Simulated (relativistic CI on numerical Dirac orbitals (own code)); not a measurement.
**Hyperfine structure of Sm²⁰⁺, mass number 147**

Calculated at this level of theory: Dirac-Coulomb-Breit CI, KLI orbitals optimised for each configuration, model QED, unscaled Slater integrals (own radial code, finite nucleus).

CI space (outside the closed core [Ar] 3d10): 4s2 4p6 4d6, 4s2 4p5 4d7, 4s2 4p6 4d5 4f, 4s2 4p4 4d8, 4s 4p6 4d7, 4s2 4p6 4d5 5s, 4p6 4d8, 4s 4p6 4d6 4f, 4s2 4p6 4d5 5p, 4s2 4p6 4d5 5d, 4s2 4p6 4d4 5s2, 4s2 4p4 4d7 5s, 4s2 4p6 4d5 6s, 4s 4p6 4d6 5s, 4s 4p6 4d5 5s2, 4p6 4d7 5s. Levels of other configurations are missing.

Nuclear spin I = 7/2, μ = -0.809 μN, Q = -0.26 b (tables of Stone and Pyykkö). The electronic factors are computed for point nuclear moments, without core polarisation or the Bohr-Weisskopf and QED corrections.

```tsv
Level	E (eV)	A (MHz)	B (MHz)
4s2 4p6 4d6 5D_4	0.0000	-870.1	-2090
4s2 4p6 4d6 5D_3	3.9544	-569.6	-351
4s2 4p6 4d6 5D_1	5.0159	-763.4	713
4s2 4p6 4d6 3G_5	8.3309	-1220	-799
4s2 4p6 4d6 3H_6	8.5441	-1332	1570
4s2 4p6 4d6 3D_1	12.4274	-1347	-1020
```

Levels with J = 0, under 50 % of one LS term, or S terms without an open s electron are left out. Small factors come from cancelling terms and can be off by tens of per cent or more.

At this charge energies of transitions that change n are usually good to better than 1 %, and those within a shell (Δn = 0) to a few per cent. Terms inside the open d or f shell come out 10 to 20 % too wide with unscaled integrals.

(1) Give the hyperfine levels of 4s2 4p6 4d6 5D_4 relative to its centre of gravity.

Answers

(1) With K = F(F + 1) − I(I + 1) − J(J + 1), E = AK/2 + B[¾K(K + 1) − I(I + 1)J(J + 1)]/[2I(2I − 1)J(2J − 1)]: F = 1/2: 14200, F = 3/2: 13160, F = 5/2: 11370, F = 7/2: 8754, F = 9/2: 5198, F = 11/2: 558.7, F = 13/2: -5339, F = 15/2: -12700 MHz.

LS names give the leading component of a level, which can be under half, so a name can repeat, a term be missing and a line seem to break the LS rules.
